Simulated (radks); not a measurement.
The zirconium ion Zr3+, configuration [Kr] 4d1. All-electron calculation, scalar-relativistic Kohn-Sham, HCTH/407, spin-unpolarised, spherical densities, finite nucleus; Fermi nuclear charge, rms radius 4.2694 fm. Program: a radial shooting solver on a logarithmic mesh with Libxc functionals.

Local quantities along the radius. ELF = 1/(1 + alpha^2) is the electron localisation function; alpha = (tau - tau_W)/tau_unif compares the Pauli kinetic energy density with that of the uniform gas. tau is taken from the large components.

```
   r/bohr * ELF (the largest magnitude, 0.999, reaches the edge; | marks zero)
  0.00282 |                                                      *
 0.003701 |                                                      *
 0.004858 |                                                      *
 0.006377 |                                                      *
 0.008303 |                                                      *
   0.0109 |                                                      *
  0.01431 |                                                      *
  0.01878 |                                                     *
  0.02465 |                                                   *
  0.03209 |                                           *
  0.04212 |                          *
  0.05529 |                *
  0.07258 |                      *
   0.0945 |                                    *
    0.124 |                                          *
   0.1628 |                                *
   0.2137 |               *
   0.2805 |                       *
   0.3653 |                                       *
   0.4794 |                                         *
   0.6293 |                       *
    0.826 |          *
    1.076 |                                  *
    1.412 |                                            *
    1.853 |                                *
    2.432 |      *
    3.193 |*
    4.157 *
    5.457 *
```

On this mesh the ELF has minima near r = 0.055, 0.21, 0.83 bohr, which separate the shells, and maxima near 0.12 (0.78), 0.42 (0.78), 1.4 (0.82).
